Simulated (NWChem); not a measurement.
System: BPH$_{4}$O; SMILES B(P)O

The following NWChem deck was run.

```
start job
memory heap 200 mb stack 900 mb global 1100 mb
geometry units angstroms noautosym nocenter noautoz
  B     -0.593901    -0.694051    -0.298704
  H     -1.585622    -1.048968    -0.895110
  O      0.135527    -1.670385     0.277608
  H      0.915835    -1.361760     0.750754
  P     -0.094440     1.167294    -0.365306
  H      0.505613     1.286531     0.925738
  H     -1.367382     1.681742     0.011184
end
basis spherical
  B library aug-cc-pvdz
  H library aug-cc-pvdz
  O library aug-cc-pvdz
  P library aug-cc-pvdz
end
dft
  xc xpbe96 cpbe96
  iterations 150
end
property
  response 1 0.0
end
task dft property
```

All runs use the structure optimised with PBE0/def2-SVP.

Static field.

Question: Predict the main results of this run. (PBE/aug-cc-pVDZ.) Quantities: isotropic polarisability (bohr³); anisotropy (bohr³).

Answer: The isotropic polarisability (bohr³) is 50.9 and the anisotropy (bohr³) comes out as 16.4.
